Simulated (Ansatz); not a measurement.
Consider the ligand exchange at a B–N bond: `NB(N)Br` + HBr → `NB(Br)Br` + NH₃.

Computed with Ansatz on PBE0-D4/def2-TZVP structures; ΔE is electronic, products minus reactants. CBS: MP2 limit from def2 TZ/QZ plus the TZ coupled-cluster correction, frozen cores. This one scheme is used for every species. DFT in def2-TZVPP. B3LYP here is the variant with VWN-RPA as its local correlation; programs differ in this. HSE06 is defined as in plane-wave codes. For Br outer-core shells are correlated without core-valence functions, which leaves a few kJ/mol of doubt a bond. Scalar relativity is left out up to krypton. One conformer a species, not always the lowest.

```csv
level,ΔE (kJ/mol),difference from CCSD(T)/CBS
PBE-D4,16.1,-0.1
revPBE-D4,14.9,-1.3
BLYP-D4,20.8,4.6
r2SCAN-D4,19.8,3.6
B3LYP-D4,23.5,7.3
HSE06-D4,19.1,2.9
CAM-B3LYP-D4,29.8,13.6
BLYP,23.2,7.0
B3LYP,26.0,9.8
HSE06,20.4,4.2
HF/def2-SVP,39.5,23.3
MP2/def2-SVP,23.8,7.6
CCSD/def2-SVP,30.2,14.0
HF/def2-TZVPP,32.3,16.1
CCSD/def2-TZVPP,21.2,5.0
CCSD(T)/def2-TZVPP,18.1,1.9
CCSD(T)/CBS,16.2,0
```

Largest T1 diagnostic among the species: 0.009.

From PBE to PBE0 (25 % exact exchange), in def2-TZVPP and without D4, ΔE moves by +3.2 kJ/mol. In def2-TZVPP, CCSD(T) changes the Hartree–Fock value by −14.3 kJ/mol (the triples alone add −3.1 kJ/mol) and MP2 by −19.7 kJ/mol. At CCSD(T), def2-SVP lies +11.4 kJ/mol from the extrapolated value and def2-TZVPP +1.9 kJ/mol.
